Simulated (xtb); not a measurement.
A run for xtb: GFN1-xTB on CHN (SMILES C#N).

```
$ xtb mol.xyz --gfn 1 --sp --chrg 0 --uhf 0
3

C      0.28375139    -0.33623757     3.77287694
N      0.42247213    -0.43631576     4.90671018
H      0.15435704    -0.24267668     2.71300230
```

The head of its log:

```
[...]
           -------------------------------------------------
          |                Calculation Setup                |
           -------------------------------------------------



           -------------------------------------------------
          |                 G F N 1 - x T B                 |
           -------------------------------------------------

        Reference                      10.1021/acs.jctc.7b00118
      * Hamiltonian:
        H0-scaling (s, p, d)           1.850000    2.250000    2.000000
        zeta-weighting                 0.000000
      * Dispersion:
        s8                             2.400000
        a1                             0.630000
        a2                             5.000000
        s9                             0.000000
      * Repulsion:
        kExp                           1.500000
        rExp                           1.000000
      * Coulomb:
        alpha                          2.000000
        third order                    atomic
        anisotropic                    false
      * Halogen bond correction:
        rad-scale                      1.300000
        damping                        0.440000


          ...................................................
          :                      SETUP                      :
          :.................................................:
          :  # basis functions                  10          :
          :  # atomic orbitals                  10          :
          :  # shells                            6          :
          :  # electrons                        10          :
          :  # halogen bonds                     0          :
          :  max. iterations                   250          :
          :  Hamiltonian                  GFN1-xTB          :
          :  restarted?                      false          :
          :  GBSA solvation                  false          :
          :  PC potential                    false          :
          :  electronic temp.          300.0000000     K    :
          :  accuracy                    1.0000000          :
          :  -> integral cutoff          0.2500000E+02      :
          :  -> integral neglect         0.1000000E-07      :
          :  -> SCF convergence          0.1000000E-05 Eh   :
          :  -> wf. convergence          0.2000000E-04 e    :
          :  Broyden damping             0.4000000          :
          :  net charge                          0          :
          :  unpaired electrons                  0          :
          ...................................................

 iter      E             dE          RMSdq      gap      omega  full diag
   1     -5.8966429 -0.589664E+01  0.790E+00    7.13       0.0  T
   2     -5.8986031 -0.196019E-02  0.460E+00    7.14       1.0  T
```

### Question
Predict the final total energy.

### Answer
-5.7827 hartree.
